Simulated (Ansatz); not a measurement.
Calculated with Ansatz (gas phase, PBE0-D4/def2-TZVP geometries, no zero-point term in ΔE). CCSD(T)/CBS is the MP2 limit (def2-TZVPP, def2-QZVPP) plus CCSD(T) − MP2 in def2-TZVPP, frozen cores. This one scheme is used for every species. Functionals use def2-TZVPP. B3LYP here is the variant with VWN-RPA as its local correlation; programs differ in this. One conformer a species, not always the lowest.

Reaction (formal exchange of groups at the Si–O bond): `CO[Si](N)(O)[SiH3]` + `C=C` → `C=C[Si](N)(O)[SiH3]` + CH₃OH

```csv
level,ΔE (kJ/mol),difference from CCSD(T)/CBS
ωB97X-V,109.4,0.0
PBE,99.6,-9.8
r2SCAN,111.0,1.6
PBE0,102.5,-6.9
B3LYP,111.4,2.0
CCSD/def2-TZVPP,111.7,2.3
CCSD(T)/def2-TZVPP,109.8,0.4
MP2/def2-QZVPP,108.8,-0.6
SCS-MP2/def2-QZVPP,111.2,1.8
HF/CBS(def2),123.4,14.0
CCSD(T)/CBS,109.4,0
```

Largest T1 diagnostic among the species: 0.012.

In def2-TZVPP, CCSD(T) changes the Hartree–Fock value by −12.3 kJ/mol (the triples alone add −1.9 kJ/mol) and MP2 by −13.5 kJ/mol.
